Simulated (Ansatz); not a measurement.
Reaction (hydrogenolysis of the Si–O bond): `O[SiH2][NH][GeH2][OH]` + H₂ → `[OH][GeH2][NH][SiH3]` + H₂O

Gas-phase electronic energies from Ansatz, PBE0-D4/def2-TZVP geometries. CBS: MP2 limit from def2 TZ/QZ plus the TZ coupled-cluster correction, frozen cores. This one scheme is used for every species. Functionals use def2-TZVPP. B3LYP here is the variant with VWN-RPA as its local correlation; programs differ in this. For Ge outer-core shells are correlated without core-valence functions, which leaves a few kJ/mol of doubt a bond. Scalar relativity is left out up to krypton. Each species was taken in one conformer, which may not be the lowest.

| level | ΔE (kcal/mol) | difference from CCSD(T)/CBS |
| --- | --- | --- |
| PBE-D4 | 20.7 | -0.8 |
| PBE0-D4 | 20.5 | -1.0 |
| ωB97X-V | 21.7 | 0.2 |
| ωB97M-V | 22.4 | 0.9 |
| r2SCAN | 23.0 | 1.5 |
| PBE0 | 19.4 | -2.1 |
| B3LYP | 20.2 | -1.3 |
| HF/def2-TZVPP | 18.8 | -2.7 |
| SCS-MP2/def2-TZVPP | 21.8 | 0.3 |
| CCSD/def2-TZVPP | 20.6 | -0.9 |
| CCSD(T)/def2-TZVPP | 21.4 | -0.1 |
| HF/def2-QZVPP | 18.8 | -2.7 |
| MP2/def2-QZVPP | 22.9 | 1.4 |
| SCS-MP2/def2-QZVPP | 21.8 | 0.3 |
| HF/CBS(def2) | 18.8 | -2.7 |
| CCSD/CBS(def2) | 20.7 | -0.8 |
| CCSD(T)/CBS | 21.5 | 0 |

Largest T1 diagnostic among the species: 0.012.

In def2-TZVPP, CCSD(T) changes the Hartree–Fock value by +2.6 kcal/mol (the triples alone add +0.8 kcal/mol) and MP2 by +4.1 kcal/mol. The D4 term adds +2.1 kcal/mol with B3LYP and +1.1 kcal/mol with PBE0; it sums over pairs of atoms, weighted by their polarisabilities, and B3LYP, whose exchange is more repulsive, gets the larger term.
